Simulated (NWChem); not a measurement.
System: BNH2Br2; SMILES BrB(Br)N

NWChem printed, in part:

```
             Northwest Computational Chemistry Package (NWChem) 7.3.0
             --------------------------------------------------------

 C2V symmetry detected

                             Geometry "geometry" -> ""
                             -------------------------

 Output coordinates in angstroms (scale by  1.889725989 to convert to a.u.)

  No.       Tag          Charge          X              Y              Z
 ---- ---------------- ---------- -------------- -------------- --------------
    1 B                    5.0000     0.00000000     0.00000000    -0.64095996
    2 Br                  35.0000     1.66634400     0.00000000     0.32175904
    3 Br                  35.0000    -1.66634400     0.00000000     0.32175904
    4 N                    7.0000     0.00000000     0.00000000    -2.02610896
    5 H                    1.0000    -0.85489800     0.00000000    -2.56778496
    6 H                    1.0000     0.85489800     0.00000000    -2.56778496

 Effective nuclear repulsion energy (a.u.)     426.3262810774

      Symmetry information
      --------------------

 Group name             C2v
 Group number             16
 Group order               4
 No. of unique centers     4

                                 NWChem DFT Module
                                 -----------------

 Summary of "ao basis" -> "ao basis" (spherical)
 ------------------------------------------------------------------------------
       Tag                 Description            Shells   Functions and Types
 ---------------- ------------------------------  ------  ---------------------
 B                          def2-svp                 6       14   3s2p1d
 Br                         def2-svp                12       32   5s4p3d
 N                          def2-svp                 6       14   3s2p1d
 H                          def2-svp                 3        5   2s1p

      Symmetry analysis of basis
      --------------------------

        a1         40
        a2         13
        b1         32
        b2         17

            General Information
            -------------------
          SCF calculation type: DFT
          Wavefunction type:  closed shell.
          No. of atoms     :     6
          No. of electrons :    84
           Alpha electrons :    42
            Beta electrons :    42
          Charge           :     0
          Spin multiplicity:     1
          Use of symmetry is: on ; symmetry adaption is: on
          Maximum number of iterations: 150
          AO basis - number of functions:   102
                     number of shells:    42
          Convergence on energy requested:  1.00D-06
          Convergence on density requested:  1.00D-05
          Convergence on gradient requested:  5.00D-04

              XC Information
              --------------
                         B3LYP Method XC Potential
                     Hartree-Fock (Exact) Exchange  0.200
                        Slater Exchange Functional  0.800 local
                    Becke 1988 Exchange Functional  0.720 non-local
              Lee-Yang-Parr Correlation Functional  0.810
                  VWN I RPA Correlation Functional  0.190 local

             Grid Information
             ----------------
          Grid used for XC integration:  medium
          Radial quadrature: Mura-Knowles
          Angular quadrature: Lebedev.
          Tag              B.-S. Rad. Rad. Pts. Rad. Cut. Ang. Pts.
          ---              ---------- --------- --------- ---------
          B                   0.85       49           8.0       434
          Br                  1.15      112          10.0       590
          N                   0.65       49           8.0       434
          H                   0.35       45          10.0       434
          Grid pruning is: on
          Number of quadrature shells:   255
          Spatial weights used:  Erf1

      Superposition of Atomic Density Guess
      -------------------------------------

 Sum of atomic energies:       -5223.91835132

      Non-variational initial energy
      ------------------------------

 Total energy =   -5225.413755
 1-e energy   =   -8121.144348
 2-e energy   =    2469.404312
 HOMO         =      -0.365893
 LUMO         =       0.073999

      Symmetry analysis of molecular orbitals - initial
      -------------------------------------------------

  Numbering of irreducible representations:

     1 a1          2 a2          3 b1          4 b2

  Orbital symmetries:

     1 b1          2 a1          3 a1          4 b1          5 b1
     6 a1          7 b1          8 a1          9 b2         10 a2
    11 a1         12 a1         13 b1         14 a1         15 a1
    16 b1         17 a1         18 b2         19 b1         20 a2
    21 a1         22 b1         23 a1         24 b2         25 a2
    26 b1         27 a1         28 b2         29 a2         30 b1
    31 a1         32 a1         33 b1         34 a1         35 b1
    36 a1         37 b2         38 b1         39 a1         40 a2
    41 b1         42 b2         43 b2         44 a1         45 a1
    46 b1         47 b1         48 a1         49 a1         50 b1
    51 b2         52 a1

   convergence    iter        energy       DeltaE   RMS-Dens  Diis-err
 ---------------- ----- ----------------- --------- --------- ---------
 d= 0,ls=0.0,diis     1  -5228.5454968177 -5.65D+03  1.05D-02  6.42D-01
 d= 0,ls=0.0,diis     2  -5228.5278275966  1.77D-02  6.76D-03  7.38D-01
 d= 0,ls=0.0,diis     3  -5228.6105891164 -8.28D-02  1.53D-03  4.43D-02
 d= 0,ls=0.0,diis     4  -5228.6165985885 -6.01D-03  2.13D-04  1.50D-03
 d= 0,ls=0.0,diis     5  -5228.6167093196 -1.11D-04  1.07D-04  1.68D-04
  Resetting Diis
 d= 0,ls=0.0,diis     6  -5228.6167271496 -1.78D-05  2.19D-05  1.06D-05
 d= 0,ls=0.0,diis     7  -5228.6167283825 -1.23D-06  9.29D-06  3.01D-07
 d= 0,ls=0.0,diis     8  -5228.6167283679  1.46D-08  4.96D-06  3.95D-07

         Total DFT energy =    -5228.616728367911
      One electron energy =    -8124.042312739355
           Coulomb energy =     2663.611145859488
    Exchange-Corr. energy =     -194.511842565453
 Nuclear repulsion energy =      426.326281077409

 Numeric. integr. density =       84.000004039697

                  Occupations of the irreducible representations
                  ----------------------------------------------

                     irrep           alpha         beta
                     --------     --------     --------
                     a1               17.0         17.0
                     a2                5.0          5.0
                     b1               14.0         14.0
                     b2                6.0          6.0

                       DFT Final Molecular Orbital Analysis
                       ------------------------------------

 Vector   40  Occ=2.000000D+00  E=-2.910676D-01  Symmetry=a2
              MO Center= -2.6D-13, -4.4D-16,  3.0D-01, r^2= 4.2D+00
   Bfn.  Coefficient  Atom+Function         Bfn.  Coefficient  Atom+Function
  ----- ------------  ---------------      ----- ------------  ---------------
    30      0.435065  2 Br py                62     -0.435065  3 Br py
    27      0.386147  2 Br py                59     -0.386147  3 Br py
    24     -0.255955  2 Br py                56      0.255955  3 Br py
    21      0.083160  2 Br py                53     -0.083160  3 Br py
    10      0.029294  1 B  d -2

 Vector   41  Occ=2.000000D+00  E=-2.881455D-01  Symmetry=b2
              MO Center=  2.4D-13,  6.8D-16, -7.1D-01, r^2= 4.0D+00
   Bfn.  Coefficient  Atom+Function         Bfn.  Coefficient  Atom+Function
  ----- ------------  ---------------      ----- ------------  ---------------
    83      0.409709  4 N  py                86     -0.334319  4 N  py
    30      0.328222  2 Br py                62      0.328222  3 Br py
    27      0.287188  2 Br py                59      0.287188  3 Br py
    24     -0.190640  2 Br py                56     -0.190640  3 Br py
    21      0.061938  2 Br py                53      0.061938  3 Br py

 Vector   42  Occ=2.000000D+00  E=-2.783206D-01  Symmetry=b1
              MO Center=  1.5D-15, -1.1D-16,  2.7D-01, r^2= 4.3D+00
   Bfn.  Coefficient  Atom+Function         Bfn.  Coefficient  Atom+Function
  ----- ------------  ---------------      ----- ------------  ---------------
    31      0.324019  2 Br pz                63     -0.324019  3 Br pz
    29     -0.296173  2 Br px                61     -0.296173  3 Br px
    28      0.294202  2 Br pz                60     -0.294202  3 Br pz
    26     -0.265905  2 Br px                58     -0.265905  3 Br px
    25     -0.193944  2 Br pz                57      0.193944  3 Br pz

 Vector   43  Occ=0.000000D+00  E=-1.002421D-05  Symmetry=b2
              MO Center= -3.0D-14, -4.8D-16, -6.1D-01, r^2= 2.8D+00
   Bfn.  Coefficient  Atom+Function         Bfn.  Coefficient  Atom+Function
  ----- ------------  ---------------      ----- ------------  ---------------
     8     -0.614017  1 B  py                 5      0.604993  1 B  py
    86      0.389149  4 N  py                30      0.307260  2 Br py
    62      0.307260  3 Br py                83     -0.294989  4 N  py
    27      0.157133  2 Br py                59      0.157133  3 Br py
    24     -0.104584  2 Br py                56     -0.104584  3 Br py

 Vector   44  Occ=0.000000D+00  E= 4.271428D-02  Symmetry=a1
              MO Center= -2.7D-16,  2.6D-15, -2.3D+00, r^2= 4.6D+00
   Bfn.  Coefficient  Atom+Function         Bfn.  Coefficient  Atom+Function
  ----- ------------  ---------------      ----- ------------  ---------------
    81      1.363872  4 N  s                 94     -0.903948  5 H  s
    99     -0.903948  6 H  s                  3     -0.767208  1 B  s
    87     -0.252585  4 N  pz                29     -0.249788  2 Br px
    61      0.249788  3 Br px                80      0.237625  4 N  s
    19      0.214405  2 Br s                 51      0.214405  3 Br s

[...]
```

Level: B3LYP/def2-SVP, vertical spin-unrestricted ions. Structure relaxed at the PBE0/def2-SVP level.

Q: Which NWChem input produces such a log?

A: Several could match; the one computed here: the input that was run:
```
start job
memory heap 200 mb stack 900 mb global 1100 mb
geometry units angstroms noautoz
  B      0.000000     0.000000    -0.634570
  Br     1.666344     0.000000     0.328149
  Br    -1.666344     0.000000     0.328149
  N      0.000000     0.000000    -2.019719
  H     -0.854898     0.000000    -2.561395
  H      0.854898     0.000000    -2.561395
end
basis spherical
  * library def2-svp
end
dft
  xc b3lyp
  iterations 150
  vectors input atomic output neutral.movecs
end
task dft energy
charge 1
dft
  odft
  mult 2
  vectors input atomic output cation.movecs
end
task dft energy
```
